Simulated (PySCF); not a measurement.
**Spectroscopy problems**

Non-relativistic Hamiltonian, single conformer, in vacuum, rapidly exchanging positions averaged. GFN2-xTB structure; shieldings: GIAO PBE0/pcSseg-1; PySCF.

Shifts are taken against calculated references (same method and geometry level): ¹H (σ = 31.72 ppm) and ¹³C (σ = 186.93 ppm) vs TMS. Where no couplings were computed, multiplicities follow the n + 1 count of equivalent neighbours, and m marks all less simple cases (inequivalent or close neighbours, rings, F or P nearby). Shifts are as computed. Against solution values, carbons near 30 ppm lie about +3 ppm off and those near 130 ppm about +5 ppm. Of 1309 compounds with measured shifts, 239 miss one by over three times the rms of a fit or turn the order of signals round; such compounds aren't used in these exercises.

Task: C3H11NSi2. ¹H NMR (400 MHz, computed): δ 6.21 (m, 1H), 5.42 (m, 1H), 5.38 (m, 1H), 4.71 (s, 6H), 3.61 (d, 2H). ¹³C{¹H} NMR (computed): δ 143.9, 122.1, 59.9. What is it?

Result: `C=CCN([SiH3])[SiH3]`. Rings plus π bonds: 1 (no ring in the answer). 3 carbon signals for 3 carbons: no two carbons are equivalent. Carbon types of the structure: 1 × CH, 2 × CH2, leaving 6 H on heteroatoms. δC 143.9: alkene CH; as expected for a trigonal carbon in a double bond. δC 122.1: terminal =CH2 carbon; the olefinic region. δH 6.21: hydrogen on an alkene CH; attached to an sp2 carbon and in the plane of the double bond. δH 5.42, 5.38: hydrogen on a terminal =CH2 carbon; a vinylic proton, deshielded by the sp2 carbon and the C=C anisotropy.

The data come from this structure; uniqueness wasn't tested.

Task: C2H10OSi4. ¹H NMR (400 MHz, computed): δ 5.72 (q, 2H), 5.56 (t, 2H), 4.26 (m, 2H), 3.53 (t, 3H), 2.03 (t, 1H). ¹³C{¹H} NMR (computed): δ 109.3 (CH), 85.6 (C). Give a structure.

Result: `C#C[SiH2][SiH2]O[SiH2][SiH3]`. The formula gives 2 degrees of unsaturation (no ring in the answer). 2 carbon signals for 2 carbons: no two carbons are equivalent. Carbon types of the structure: 1 × C, 1 × CH, leaving 9 H on heteroatoms. δC 109.3: terminal alkyne carbon. δC 85.6: alkyne carbon; the triple bond shields along its axis, which puts it between sp3 and sp2 carbons. δH 5.72, 5.56: hydrogen on a silicon bonded to O, Si. δH 2.03: hydrogen on a terminal alkyne carbon; it lies on the axis of the triple bond, in its shielding cone.

This is the structure that produced the data.

Task: C3H11NSi2. ¹H NMR (400 MHz, computed): δ 8.81 (q, 1H), 5.42 (m, 1H), 3.31 (d, 3H), 2.16 (d, 3H), 0.44 (d, 3H). ¹³C{¹H} NMR (computed): δ 177.1 (CH), 33.7 (CH3), -0.6 (CH3). Identify the compound.

Result: `[Si@H](/N=C/C)(C)[SiH3]`. The formula gives 1 degree of unsaturation (no ring in the answer). 3 carbon signals for 3 carbons: no two carbons are equivalent. Carbon types of the structure: 1 × CH, 2 × CH3, leaving 4 H on heteroatoms. δC 177.1: C=N carbon. δC 33.7: methyl carbon; saturated and bonded to C and H only. δH 8.81: hydrogen on a C=N carbon. δH 0.44: hydrogen on a methyl carbon bonded to Si; an electropositive neighbour shields it, as in TMS itself.

The data come from this structure; uniqueness wasn't tested.

Task: C2H10OSi4. ¹H NMR (300 MHz, computed): δ 13.14 (d, 1H), 5.02 (m, 1H), 4.93 (m, 1H), 4.19 (m, 2H), 3.99 (m, 2H), 0.88 (d, 3H). ¹³C{¹H} NMR (computed): δ 261.0 (CH), -7.2 (CH3). Identify the compound.

Result: `C([Si@H]1[SiH2][Si@@H](C)[SiH2]1)=O`. Rings plus π bonds: 2 (1 ring in the answer). 2 carbon signals for 2 carbons: no two carbons are equivalent. Carbon types of the structure: 1 × CH, 1 × CH3, leaving 6 H on heteroatoms. δC 261.0: carbonyl carbon. δC -7.2: methyl carbon bonded to Si; an electropositive neighbour leaves it electron-rich and shielded. δH 13.14: hydrogen on a carbonyl carbon. δH 0.88: hydrogen on a methyl carbon bonded to Si; an electropositive neighbour shields it, as in TMS itself.

The data come from this structure; uniqueness wasn't tested.
